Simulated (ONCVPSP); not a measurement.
**gallium: excitation energies, all-electron against ONCV**

- Element: gallium
- Generator: ONCVPSP 4.0.1
- Type: optimised norm-conserving Vanderbilt (ONCV)
- Functional: PBE
- Relativity: scalar-relativistic
- Frozen core: [Ar] 3d10
- Valence charge: 3
- Reference configuration: 4s1.75 4p1.25
- Partial waves: 4s: rc 1.60 bohr, ncon 4, nbas 8, qcut 3.4 1/bohr, 2 projectors, debl 0.5 Ha; 4p: rc 2.15 bohr, ncon 5, nbas 9, qcut 4.3 1/bohr, 2 projectors, debl 0.9 Ha; d scattering state at 0.18 Ha: rc 2.10 bohr, ncon 5, nbas 8, qcut 5 1/bohr, 2 projectors, debl 2.5 Ha
- Local potential: polynomial inside 1.30 bohr (lpopt 5, dvloc0 -1 Ha)
- Core correction: Teter function, fcfact 4.25, rcfact 1.3

Energies are relative to the spin-unpolarised reference configuration 4s1.75 4p1.25; without spin polarisation the order of configurations can differ from experiment.

(1) Give the all-electron excitation energy and the error of the potential for: 4s2 4p1; 4s2 4p0; 4s1 4p0; 4s0 4p3.

Note: no bound ghost flagged; GHOST(+) flagged for d at 3.4 eV, s at 34.9 eV.

## Answers

(1)

```csv
valence configuration,charge,ΔE all-electron (eV),error AE − PS (meV)
4s2 4p1,0,-1.603,-0.5
4s2 4p0,+1,4.085,+5.2
4s1 4p0,+2,25.213,-82
4s0 4p3,0,11.768,-25
```
